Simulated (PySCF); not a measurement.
# Correlation energy of I³⁺ (iodine, charge +3)

[Kr] 4d10 5s2 5p2, high-spin 3P determinant. Computed with PySCF 2.14 in ANO-RCC-VTZP (7s6p4d2f1g, 68 functions), with scalar relativity by spin-free X2C-1e. Frozen: [Kr] 4d10; 4 electrons correlated.

```json
{"level": "CCSD", "correlation energy (mhartree)": "-60.64"}
{"level": "(T)", "correlation energy (mhartree)": "-1.15"}
{"level": "CCSD(T)", "correlation energy (mhartree)": "-61.79"}
```

Diagnostics: T1 = 0.0054, D1 = 0.0144, largest double amplitude 0.089.

Cost of the coupled-cluster step: roughly 2.6 core-seconds, for 4 correlated electrons.

Iterations:

```
CC2 = 0
CCSD nocc = (np.int64(3), np.int64(1)), nmo = (45, 45)
frozen orbitals [[0, 1, 2, 3, 4, 5, 6, 7, 8, 9, 10, 11, 12, 13, 14, 15, 16, 17, 18, 19, 20, 21, 22], [0, 1, 2, 3, 4, 5, 6, 7, 8, 9, 10, 11, 12, 13, 14, 15, 16, 17, 18, 19, 20, 21, 22]]
max_cycle = 100
direct = 0
conv_tol = 1e-08
conv_tol_normt = 1e-06
diis_space = 8
diis_start_cycle = 0
Init t2, MP2 energy = -0.0479810888358288
Init E_corr(UCCSD) = -0.0479810888371143
cycle = 1  E_corr(UCCSD) = -0.0571666036261412  dE = -0.00918551479  norm(t1,t2) = 0.0361731
cycle = 2  E_corr(UCCSD) = -0.059478324641539  dE = -0.00231172102  norm(t1,t2) = 0.0124641
cycle = 3  E_corr(UCCSD) = -0.0606529621400869  dE = -0.0011746375  norm(t1,t2) = 0.00508374
cycle = 4  E_corr(UCCSD) = -0.0606357946409756  dE = 1.71674991e-05  norm(t1,t2) = 0.000689336
cycle = 5  E_corr(UCCSD) = -0.060639329140724  dE = -3.53449975e-06  norm(t1,t2) = 8.01843e-05
cycle = 6  E_corr(UCCSD) = -0.0606386652857893  dE = 6.63854935e-07  norm(t1,t2) = 1.15708e-05
cycle = 7  E_corr(UCCSD) = -0.0606389087890009  dE = -2.43503212e-07  norm(t1,t2) = 1.52018e-06
cycle = 8  E_corr(UCCSD) = -0.0606388434186151  dE = 6.53703858e-08  norm(t1,t2) = 2.56191e-07
cycle = 9  E_corr(UCCSD) = -0.0606388469855643  dE = -3.56694918e-09  norm(t1,t2) = 4.57889e-08
UCCSD converged
E(UCCSD) = -7110.387762123368  E_corr = -0.06063884698556431
UCCSD(T) correction = -0.00114737247373091
```
